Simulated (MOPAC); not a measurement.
MOPAC input (MNDO):

```
MNDO PRECISE GNORM=0.05 LET XYZ UHF MS=0.5 GEO-OK AUX(PRECISION=9) THREADS=1
ClOSn

Sn   -0.29848600 1    0.39766800 1   -0.25872600 1
O    -1.41522100 1   -1.25126000 1   -0.29809400 1
Cl    1.54388700 1   -0.58078200 1    0.90123900 1
```

Output:

```
 *******************************************************************************
 **                                                                           **
 **                              MOPAC v23.2.5                                **
 **                                                                           **
 *******************************************************************************
 ** MOPAC's Digital Object Identifier: https://doi.org/10.5281/zenodo.6511958 **
 **                                                                           **
 ** Please cite the open-source release paper for use of this MOPAC version:  **
 ** J. E. Moussa and J. J. P. Stewart (2026)                                  **
 ** MOPAC: An open-source semiempirical molecular orbital program             **
 ** J. Open Source Softw., 11(119), 8025, https://doi.org/10.21105/joss.08025 **
 *******************************************************************************

                              MNDO CALCULATION RESULTS

 *******************************************************************************
 *  MNDO       - The MNDO Hamiltonian to be used
 *  GEO-OK     - OVERRIDE INTERATOMIC DISTANCE AND OTHER SAFETY CHECKS
 *  UHF        - UNRESTRICTED HARTREE-FOCK CALCULATION
 *  MS=        - IN MECI, MAGNETIC COMPONENT OF SPIN =  0.5
 *  LET        - OVERRIDE SOME SAFETY CHECKS
 *  PRECISE    - TIGHTER CRITERIA TO BE USED
 *  XYZ        - CARTESIAN COORDINATE SYSTEM TO BE USED
 *  GNORM      - EXIT WHEN GRADIENT NORM DROPS BELOW 0.050
 *  AUX        - OUTPUT AUXILIARY INFORMATION
 *******************************************************************************
MNDO PRECISE GNORM=0.05 LET XYZ UHF MS=0.5 GEO-OK AUX(PRECISION=9) THREADS=1
 ClOSn

   ATOM   CHEMICAL          X               Y               Z
  NUMBER   SYMBOL      (ANGSTROMS)     (ANGSTROMS)     (ANGSTROMS)

     1      Sn         -0.29848600  *   0.39766800  *  -0.25872600  *
     2       O         -1.41522100  *  -1.25126000  *  -0.29809400  *
     3      Cl          1.54388700  *  -0.58078200  *   0.90123900  *

          CARTESIAN COORDINATES

    NO.       ATOM           X           Y           Z

     1        Sn         -0.2985      0.3977     -0.2587
     2         O         -1.4152     -1.2513     -0.2981
     3        Cl          1.5439     -0.5808      0.9012

  O: (MNDO): M.J.S. DEWAR, W. THIEL, J. AM. CHEM. SOC., 99, 4899, (1977)
 Cl: (MNDO): M.J.S.DEWAR, H.S.RZEPA, J. COMP. CHEM., 4, 158, (1983)
 Sn: (MNDO): M.J.S.DEWAR,G.L.GRADY,J.J.P.STEWART, J.AM.CHEM.SOC.,106 6771 (1984)

           Empirical Formula: O Sn Cl  =     3 atoms

      MOLECULAR POINT GROUP   :   Cs

          UHF CALCULATION, NO. OF ALPHA ELECTRONS =    9
                           NO. OF BETA  ELECTRONS =    8

          Geometry optimization using EF

          DIAGONAL MATRIX USED AS START HESSIAN

 CYCLE:     1  GRAD.:    65.216 HEAT: -21.47009
 CYCLE:     2  GRAD.:   125.884 HEAT: -17.99438
 CYCLE:     3  GRAD.:    45.571 HEAT: -23.21880
 CYCLE:     4  GRAD.:    71.876 HEAT: -19.80425
 CYCLE:     5  GRAD.:     8.414 HEAT: -24.22775
 CYCLE:     6  GRAD.:     2.701 HEAT: -24.27277
 CYCLE:     7  GRAD.:     0.500 HEAT: -24.27858
 CYCLE:     8  GRAD.:     0.312 HEAT: -24.27974
 CYCLE:     9  GRAD.:     0.094 HEAT: -24.28027
 CYCLE:    10  GRAD.:     0.015 HEAT: -24.28028

     GRADIENT =  0.01484 IS LESS THAN CUTOFF =  0.05000

 -------------------------------------------------------------------------------
 MNDO PRECISE GNORM=0.05 LET XYZ UHF MS=0.5 GEO-OK AUX(PRECISION=9) THREADS=1
 ClOSn

     GEOMETRY OPTIMISED USING EIGENVECTOR FOLLOWING (EF).
     SCF FIELD WAS ACHIEVED

                              MNDO CALCULATION
                                                       MOPAC v23.2.5 Linux

          FINAL HEAT OF FORMATION =        -24.28028 KCAL/MOL =    -101.58870 KJ/MOL

          COSMO AREA              =        108.21 SQUARE ANGSTROMS
          COSMO VOLUME            =         97.75 CUBIC ANGSTROMS

          GRADIENT NORM           =          0.01484          =       0.00857 PER ATOM
          IONIZATION POTENTIAL    =         11.502681 EV
          ALPHA SOMO LUMO (EV)    =        -11.775 -1.237
          BETA  SOMO LUMO (EV)    =        -11.503 -1.210
          NO. OF ALPHA ELECTRONS  =          9
          NO. OF BETA  ELECTRONS  =          8
          MOLECULAR WEIGHT        =        170.1424         POINT GROUP:  Cs

          MOLECULAR DIMENSIONS (Angstroms)

            Atom       Atom       Distance
           Cl     3    O     2     3.17002
            O     2   Sn     1     1.38413
            O     2   Cl     3     0.00000

          SCF CALCULATIONS        =         11

   ATOM   CHEMICAL          X               Y               Z
  NUMBER   SYMBOL      (ANGSTROMS)     (ANGSTROMS)     (ANGSTROMS)

     1      Sn         -0.27954687  *   0.37138025  *  -0.24199719  *
     2       O         -1.38541524  *  -1.21478278  *  -0.29481322  *
     3      Cl          1.48921118  *  -0.55718780  *   0.86842630  *

                             CARTESIAN COORDINATES

   1   Sn       -0.279546871     0.371380247    -0.241997194
   2    O       -1.385415236    -1.214782776    -0.294813216
   3   Cl        1.489211184    -0.557187796     0.868426299

           Empirical Formula: O Sn Cl  =     3 atoms

      MOLECULAR POINT GROUP   :   Cs

          ALPHA EIGENVALUES
 -38.04894 -24.50930 -18.94133 -14.99802 -13.88796 -13.34374 -12.75461 -12.52293
 -11.77454  -1.23671   0.10107   1.58057

           BETA EIGENVALUES
 -34.35497 -24.37134 -18.72329 -13.63347 -12.95089 -12.90734 -11.94054 -11.50268
  -1.20985  -1.20001   1.27124   2.03219

              NET ATOMIC CHARGES AND DIPOLE CONTRIBUTIONS

  ATOM NO.   TYPE          CHARGE      No. of ELECS.   s-Pop       p-Pop
    1         Sn           0.787217        3.2128     1.91469     1.29809
    2          O          -0.369079        6.3691     1.92855     4.44053
    3         Cl          -0.418139        7.4181     1.98371     5.43443
 DIPOLE           X         Y         Z       TOTAL
 POINT-CHG.    -1.592     4.677    -2.137     5.383
 HYBRID         0.185    -2.117     0.714     2.242
 SUM           -1.407     2.560    -1.423     3.249

          ATOMIC ORBITAL ELECTRON POPULATIONS

     Atom    s        px        py        pz
    1 Sn   1.91469   0.43104   0.58242   0.28463
    2  O   1.92855   1.36667   1.41548   1.65838
    3 Cl   1.98371   1.69220   1.90757   1.83467

                    (SZ)    =    0.500000
                    (S**2)  =    0.757744

          ATOMIC ORBITAL SPIN POPULATIONS

    Atom   Total    s     px     py     pz
         Atomic
    1 Sn -0.0941  0.011 -0.029 -0.050 -0.026
    2  O  1.0409  0.009  0.464  0.322  0.246
    3 Cl  0.0532  0.000  0.033  0.007  0.012

 **********************
 *                    *
 * JOB ENDED NORMALLY *
 *                    *
 **********************

 == MOPAC DONE ==
```

The geometry given is a B3LYP-D3(BJ)/def2-TZVP minimum.
